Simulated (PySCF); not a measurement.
**Radial density of Pr (praseodymium, neutral)**

UHF, [Xe] 4f4 6s1, one real determinant (an excited configuration). Computed with PySCF 2.14 in ANO-RCC-VTZP, with the spin-free X2C one-electron Hamiltonian (Gaussian nucleus).

```csv
r (bohr),4πr²ρ (e/bohr),4πr²(ρα − ρβ)
0.0204,75.89,0.0018
0.0343,68.03,0.0031
0.0577,93.62,0.0064
0.0970,91.80,-0.0013
0.163,79.33,0.0779
0.274,70.51,0.6441
0.461,33.74,2.3163
0.776,28.72,3.2021
1.31,9.460,1.9750
2.20,3.762,0.5129
3.69,0.4706,0.2651
6.21,0.1735,0.1724
10.5,0.01152,0.0115
17.6,1.085e-05,0.0000
```

Densities and radii are taken from the X2C orbitals without a picture-change correction, which distorts them close to the nucleus.

⟨L²⟩ = 34.02 against 42 for a pure I term, so this real determinant mixes terms. Spin-orbit coupling, absent here, splits the open shell strongly.
